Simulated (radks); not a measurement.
Excited configurations of the hafnium ion Hf+: one electron is placed in a higher orbital outside [Xe] 4f14 5d2. The ground configuration is [Xe] 4f14 5d1 6s2. Method: scalar-relativistic Kohn-Sham, LDA (Slater exchange, Perdew-Wang correlation), spin-polarised, spherical densities, point nucleus; open shells are filled with parallel spins first (spin-orbit coupling, left out, can overturn this in heavy ions); computed with a radial shooting solver on a logarithmic mesh with Libxc functionals. Excitation = E - E(ground); binding = E(ion) - E, where the ion is the core of charge +2; n* = 2/sqrt(2 binding) in atomic units, and the quantum defect is n - n*.

| outer orbital | excitation (eV) | binding (eV) | n* | quantum defect | eigenvalue (eV) | <r> (bohr) |
|---|---|---|---|---|---|---|
| 5f | 11.762 | 3.686 | 3.843 | 1.157 | -2.607 | 8.074 |
| 6s | 0.416 | 15.032 | 1.903 | 4.097 | -11.835 | 3.133 |
| 6p | 5.373 | 10.075 | 2.324 | 3.676 | -7.646 | 4.006 |
| 6d | 10.201 | 5.247 | 3.221 | 2.779 | -3.928 | 6.675 |
| 6f | 12.963 | 2.485 | 4.680 | 1.320 | -1.887 | 14.02 |
| 7s | 9.131 | 6.317 | 2.935 | 4.065 | -5.040 | 6.799 |
| 7p | 10.545 | 4.903 | 3.332 | 3.668 | -3.879 | 8.331 |
| 7d | 12.297 | 3.151 | 4.156 | 2.844 | -2.467 | 12.17 |
| 7f | 13.688 | 1.760 | 5.560 | 1.440 | -1.386 | 21.41 |

The Delta-SCF ionisation energy is 15.448 eV (NIST Atomic Spectra Database: 14.61 eV, theoretical). Self-interaction in the functional shifts the binding energies and quantum defects, so they are the method's values and not measured ones. Open shells are spherical and high-spin; term and fine-structure splittings are not resolved. Spin-orbit splitting is averaged out at the scalar-relativistic level.
